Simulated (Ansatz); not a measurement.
`CC(O)[SiH3]`, relaxed with RKS PBE-D4/def2-SVP in Ansatz 0.2.0 from a rough embedded geometry. The force threshold is 0.03 eV/Å; the program also tests the step.

The species carries charge 0 and has multiplicity 1.

Start:

```xyz
12

C    -0.110    0.229   -1.286
C    -0.456   -0.227    0.062
O    -1.574    0.536    0.475
Si    1.043   -0.169    1.304
H     0.729   -0.363   -1.779
H    -0.971    0.169   -2.021
H     0.198    1.309   -1.340
H    -0.792   -1.226    0.034
H    -2.352    0.428   -0.134
H     1.580    1.149    1.390
H     2.074   -1.114    0.696
H     0.631   -0.722    2.601
```

```json
{"step": "1", "energy (eV)": "-12113.2314", "largest force (eV/Å)": "2.138", "largest move (Å)": "0.000"}
{"step": "2", "energy (eV)": "-12113.6009", "largest force (eV/Å)": "1.009", "largest move (Å)": "0.148"}
{"step": "3", "energy (eV)": "-12113.6492", "largest force (eV/Å)": "0.205", "largest move (Å)": "0.065"}
{"step": "4", "energy (eV)": "-12113.6515", "largest force (eV/Å)": "0.062", "largest move (Å)": "0.017"}
{"step": "5", "energy (eV)": "-12113.6519", "largest force (eV/Å)": "0.024", "largest move (Å)": "0.011"}
```

End:

```xyz
12

C    -0.094    0.232   -1.378
C    -0.474   -0.260    0.022
O    -1.501    0.536    0.616
Si    0.989   -0.200    1.259
H     0.717   -0.380   -1.824
H    -0.966    0.176   -2.066
H     0.242    1.289   -1.345
H    -0.787   -1.335   -0.050
H    -2.275    0.501    0.022
H     1.494    1.211    1.382
H     2.107   -1.076    0.755
H     0.549   -0.695    2.608
```

It took 6.5 s on 4 threads of an Intel Xeon Platinum 8259CL on a shared host, with 0.16 GiB of host memory at the peak.
